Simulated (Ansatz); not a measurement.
TaS₃⁻. Total charge -1; singlet. Geometry relaxed at PBE-D4/def2-SVPD.

```xyz
4

Ta    0.0034   -0.3518    0.3935
S     0.0409   -1.4662   -1.5473
S     1.8176    0.9441    0.5922
S    -1.8619    0.8739    0.5615
```

In the def2 sets Ta takes a core potential; there is no spin–orbit coupling. The structure comes from a short search, and lower isomers may exist.

(1) Estimate the harmonic wavenumbers at RKS PBE-D4/def2-SVPD (Ansatz, unscaled). Is this a minimum?

## Answers

(1) 116, 151, 151, 452, 452, 463 cm⁻¹. Yes, no mode is imaginary beyond noise. Zero-point energy 10.7 kJ/mol. Run time 23 s (4 threads of Arm Neoverse V1 on a shared host).
